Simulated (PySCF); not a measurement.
## Pb: ionisation energy

Pb [Xe] 4f14 5d10 6s2 6p2 (3P) → Pb⁺ [Xe] 4f14 5d10 6s2 6p1 (2P), as a difference of total energies. Computed with PySCF 2.14 in x2c-TZVPPall with one added diffuse shell each of s, p, d, f type (12s8p7d4f, 99 functions), with scalar relativity by spin-free X2C-1e. Correlated levels: valence: [Xe] 4f14 5d10 frozen; valence and next inner shell: [Kr] 4d10 4f14 frozen. The calculations carry no spin-orbit coupling.

```tsv
method	ionisation energy (eV)
UHF	6.594
LDA	7.190
PBE	7.006
PBE0	7.044
r2SCAN	7.123
B2PLYP	6.907
TPSSh	6.955
r2SCAN0	7.161
MP2 (valence)	6.850
SCS-MP2 (valence)	6.787
```

**Question.** Estimate what MP2 (valence and next inner shell) gives.

**Answer.** 6.979 eV, closest to TPSSh among the rows shown.

**Question.** Estimate what SCS-MP2 (valence and next inner shell) gives.

**Answer.** 6.849 eV, closest to MP2 (valence) among the rows shown.

Spin-orbit coupling is strong in these open shells (close to jj coupling). The scalar numbers leave it out and a first-order estimate fails, so it can dominate the gap to the real levels.

Errors of the correlated levels include the incompleteness of this basis and the frozen core.

For comparison: 7.417 eV (measured; NIST Atomic Spectra Database, ionization energies).
